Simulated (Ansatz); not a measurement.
The cluster NiCl₂, relaxed as a triplet with UKS PBE0-D4/def2-TZVP in Ansatz, starting from the PBE0-D4/def2-TZVP geometry of the neutral singlet. Force threshold 0.02 eV/Å.

The relaxation made no stability test and no search for a lower SCF solution. The structure comes from a short search, and lower isomers may exist.

Start:

```xyz
3

Ni   -0.630    0.081   -0.367
Cl    0.996   -0.830   -1.160
Cl   -0.365    0.749    1.527
```

(1) Estimate the energy that the relaxation releases and the steps that it takes.

(2) Does the start keep its bonding and symmetry?

(3) Predict the relaxed structure.

## Answers

(1) 60.1 kJ/mol, in 6 steps; 19 s on 4 threads of Arm Neoverse N1 on a shared host. No frequencies were taken in this run, so the end may be a saddle point.

(2) By distances, no bond broke or formed. The bond that changes most is Ni1–Cl3, from 2.03 to 2.06 Å (atoms count from 1). Point group C2v at the start, D∞h at the end, both within 0.05 Å.

(3) 
```xyz
3

Ni    0.001    0.000    0.001
Cl    0.823   -0.956   -1.626
Cl   -0.824    0.956    1.626
```
Bond lengths: 2 × Cl–Ni 2.06 Å.
